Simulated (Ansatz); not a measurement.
`CO[Si](N)(F)Cl` and `N[Si](F)(Cl)Cl` differ in one atom or group.

Ansatz, PBE0-D4/def2-TZVP geometries, multiplicity 1. Each molecule was computed in one conformer, which needn't be the lowest.

| property | `CO[Si](N)(F)Cl` |
| --- | --- |
| HOMO energy (PBE0/def2-TZVPP) / eV | -8.14 |
| LUMO energy (B3LYP/def2-TZVPP) / eV | 0.43 |
| HOMO energy (ωB97M-V/def2-TZVPP) / eV | -10.55 |
| HOMO–LUMO gap (PBE/def2-TZVPP) / eV | 6.49 |
| LUMO energy (PBE0/def2-TZVPP) / eV | 0.78 |
| size of the dipole moment (PBE/def2-TZVPP) / D | 1.60 |

Question: Give the same properties after the change, and the shifts. (Estimate.)

Answer: Ansatz gave: 
```
                                      property  `N[Si](F)(Cl)Cl`  shift
            HOMO energy (PBE0/def2-TZVPP) / eV             -8.48  -0.34
           LUMO energy (B3LYP/def2-TZVPP) / eV              0.13  -0.30
         HOMO energy (ωB97M-V/def2-TZVPP) / eV            -10.87  -0.32
           HOMO–LUMO gap (PBE/def2-TZVPP) / eV              6.49   0.00
            LUMO energy (PBE0/def2-TZVPP) / eV              0.48  -0.30
size of the dipole moment (PBE/def2-TZVPP) / D              2.55   0.95
```

The zero-point energy changes by -108.1 kJ/mol with -12 modes. Dipoles are sizes alone; their direction can turn.

B3LYP here is the variant with VWN-RPA as its local correlation; programs differ in this.
